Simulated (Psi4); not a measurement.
H3Ga, triplet, at the geometry of the source list (a higher spin typed on purpose: for a closed-shell molecule this is an excited state), with bond 3-1 at 2.0 times its length; B3LYP/6-311G** (Psi4 1.11).

The Psi4 input:
```
memory 2 GB

molecule mol {
0 3
Ga    0.000000    0.000000   -0.000000
H     0.670000   -0.436800    1.347500
H    -0.627600    3.024400   -0.530000
H    -0.356300   -1.075500   -1.082500
}

set {
  basis 6-311g**
  reference uks
  dft_nuclear_scheme becke
}

energy('b3lyp')
print_variables()
```

Question: What does Psi4 print? Leave out banner, timings and long lists.

Answer: 
```
   => Loading Basis Set <=

    Name: 6-311G**
    Role: ORBITAL
    Keyword: BASIS

         ---------------------------------------------------------
                                   SCF
               by Justin Turney, Rob Parrish, Andy Simmonett
                          and Daniel G. A. Smith
                              UKS Reference
         ---------------------------------------------------------

  ==> Geometry <==

    Molecular point group: c1
    Full point group: C1

    Geometry (in Angstrom), charge = 0, multiplicity = 3:

       Center              X                  Y                   Z               Mass
    ------------   -----------------  -----------------  -----------------  -----------------
         GA           0.004396948727    -0.021180714144     0.003711982837    68.925573500000
         H            0.674396948727    -0.457980714144     1.351211982837     1.007825032230
         H           -0.623203051273     3.003219285856    -0.526288017163     1.007825032230
         H           -0.351903051273    -1.096680714144    -1.078788017163     1.007825032230

  Running in c1 symmetry.

  Rotational constants: A =      4.54153  B =      1.51851  C =      1.13801 [cm^-1]
  Rotational constants: A = 136151.58807  B =  45523.80686  C =  34116.55500 [MHz]
  Nuclear repulsion =   26.622268974204573

  Charge       = 0
  Multiplicity = 3
  Electrons    = 34
  Nalpha       = 18
  Nbeta        = 16

  ==> Algorithm <==

  SCF Algorithm Type is DF.
  DIIS enabled.
  MOM disabled.
  Fractional occupation disabled.
  Guess Type is SAD.
  Energy threshold   = 1.00e-06
  Density threshold  = 1.00e-06
  Integral threshold = 1.00e-12

  ==> Primary Basis <==

  Basis Set: 6-311G**
    Blend: 6-311G**
    Number of shells: 30
    Number of basis functions: 62
    Number of Cartesian functions: 65
    Spherical Harmonics?: true
    Max angular momentum: 2

  ==> DFT Potential <==

   => LibXC <=

    Version 7.1.2
    S. Lehtola, C. Steigemann, M. J. T. Oliveira, and M. A. L. Marques,  SoftwareX 7, 1–5 (2018) (10.1016/j.softx.2017.11.002)

   => Composite Functional: B3LYP <=

    B3LYP Hyb-GGA Exchange-Correlation Functional

    P. J. Stephens, F. J. Devlin, C. F. Chabalowski, and M. J. Frisch,  J. Phys. Chem. 98, 11623 (1994) (10.1021/j100096a001)

    Deriv               =              1
    GGA                 =           TRUE
    Meta                =          FALSE

    Exchange Hybrid     =           TRUE
    MP2 Hybrid          =          FALSE

   => Exchange Functionals <=

    0.0800   Slater exchange
    0.7200         Becke 88

   => Exact (HF) Exchange <=

    0.2000               HF

   => Correlation Functionals <=

    0.1900   Vosko, Wilk & Nusair (VWN5_RPA)
    0.8100   Lee, Yang & Parr

   => LibXC Density Thresholds  <==

    XC_HYB_GGA_XC_B3LYP:  1.00E-15

   => Molecular Quadrature <=

    Radial Scheme          =       TREUTLER
    Pruning Scheme         =           NONE
    Nuclear Scheme         =          BECKE

    Blocking Scheme        =         OCTREE
    BS radius alpha        =              1
    Pruning alpha          =              1
    Radial Points          =             75
    Spherical Points       =            302
    Total Points           =          88138
    Total Blocks           =            716
    Max Points             =            256
    Max Functions          =             62
    Weights Tolerance      =       1.00E-15

   => Loading Basis Set <=

    Name: (6-311G** AUX)
    Role: JKFIT
    Keyword: DF_BASIS_SCF

  ==> Integral Setup <==

  SCF_SUBTYPE=INCORE selected. In-core MEM_DF algorithm will be used.
  Using in-core AOs.

  ==> MemDFJK: Density-Fitted J/K Matrices <==

    J tasked:                   Yes
    K tasked:                   Yes
    wK tasked:                   No
    Algorithm:                 Core
    Schwarz Cutoff:           1E-12
    Mask sparsity (%):       0.6764
    Fitting Condition:        1E-10

   => Auxiliary Basis Set <=

  Basis Set: (6-311G** AUX)
    Blend: CC-PVTZ-JKFIT
    Number of shells: 81
    Number of basis functions: 297
    Number of Cartesian functions: 374
    Spherical Harmonics?: true
    Max angular momentum: 4

  Minimum eigenvalue in the overlap matrix is 1.4929605525E-02.
  Reciprocal condition number of the overlap matrix is 3.5444367738E-03.
    Using symmetric orthogonalization.

  ==> Pre-Iterations <==

  SCF Guess: Superposition of Atomic Densities via on-the-fly atomic UHF (no occupation information).

   -------------------------
    Irrep   Nso     Nmo
   -------------------------
     A         62      62
   -------------------------
    Total      62      62
   -------------------------

  ==> Iterations <==

                           Total Energy        Delta E     RMS |[F,P]|

   @DF-UKS iter SAD: -1923.05670891143427   -1.92306e+03   0.00000e+00
   @DF-UKS iter   1: -1923.60586423564337   -5.49155e-01   6.09310e-02 ADIIS/DIIS
   @DF-UKS iter   2: -1867.00077903445367    5.66051e+01   1.59887e-01 ADIIS
   @DF-UKS iter   3: -1923.58735641932094   -5.65866e+01   6.83805e-02 ADIIS/DIIS
   @DF-UKS iter   4: -1926.47322105541434   -2.88586e+00   5.71660e-03 ADIIS/DIIS
   @DF-UKS iter   5: -1926.49874088964589   -2.55198e-02   8.62111e-04 ADIIS/DIIS
   @DF-UKS iter   6: -1926.50015422460160   -1.41333e-03   4.02054e-04 ADIIS/DIIS
   @DF-UKS iter   7: -1926.50037766383457   -2.23439e-04   3.56165e-05 DIIS
   @DF-UKS iter   8: -1926.50038215469544   -4.49086e-06   1.11287e-05 DIIS
   @DF-UKS iter   9: -1926.50038240082495   -2.46130e-07   1.46804e-06 DIIS
   @DF-UKS iter  10: -1926.50038241255697   -1.17320e-08   3.70526e-07 DIIS
  Energy and wave function converged.

  ==> Post-Iterations <==

   Electrons on quadrature grid:
      Nalpha   =   17.9999911976 ; deviation = -8.802e-06
      Nbeta    =   15.9999995085 ; deviation = -4.915e-07
      Ntotal   =   33.9999907061 ; deviation = -9.294e-06

   @Spin Contamination Metric:   1.832773952E-03
   @S^2 Expected:                2.000000000E+00
   @S^2 Observed:                2.001832774E+00
   @S   Expected:                1.000000000E+00
   @S   Observed:                1.000000000E+00

    Orbital Energies [Eh]
    ---------------------

    Alpha Occupied:

[...]
    Alpha Virtual:

[...]
    Beta Occupied:

[...]
      16A     -0.298962

    Beta Virtual:

[...]
      62A    786.215808

    Final Occupation by Irrep:
              A
    DOCC [    16 ]
    SOCC [     2 ]
    NA   [    18 ]
    NB   [    16 ]

  @DF-UKS Final Energy: -1926.50038241255697

   => Energetics <=

    Nuclear Repulsion Energy =             26.6222689742045731
    One-Electron Energy =               -2738.3369496686004823
    Two-Electron Energy =                 846.4617635717340818
    DFT Exchange-Correlation Energy =     -61.2474652898949898
    Empirical Dispersion Energy =           0.0000000000000000
    VV10 Nonlocal Energy =                  0.0000000000000000
    Total Energy =                      -1926.5003824125569736

  UHF NO Occupations:
  HONO-2 :   16  A 1.9994576
  HONO-1 :   17  A 1.0000000
  HONO-0 :   18  A 1.0000000
  LUNO+0 :   19  A 0.0005424
  LUNO+1 :   20  A 0.0003011
  LUNO+2 :   21  A 0.0000397
  LUNO+3 :   22  A 0.0000245

Computation Completed

Properties will be evaluated at   0.000000,   0.000000,   0.000000 [a0]

Properties computed using the SCF density matrix

 Multipole Moments:

 ------------------------------------------------------------------------------------
     Multipole            Electronic (a.u.)      Nuclear  (a.u.)        Total (a.u.)
 ------------------------------------------------------------------------------------

 L = 1.  Multiply by 2.5417464519 to convert [e a0] to [Debye]
 Dipole X            :          0.2698506           -0.3106780           -0.0408275
 Dipole Y            :         -1.2998306            1.4965794            0.1967488
 Dipole Z            :          0.2278052           -0.2622800           -0.0344748
 Magnitude           :                                                    0.2038761

 ------------------------------------------------------------------------------------

  Variable Map:
  ----------------------------------------------------------------------------
[...]
  Array Variable Map:
  ----------------------------------------------------------------------------
[...]
[...]
```
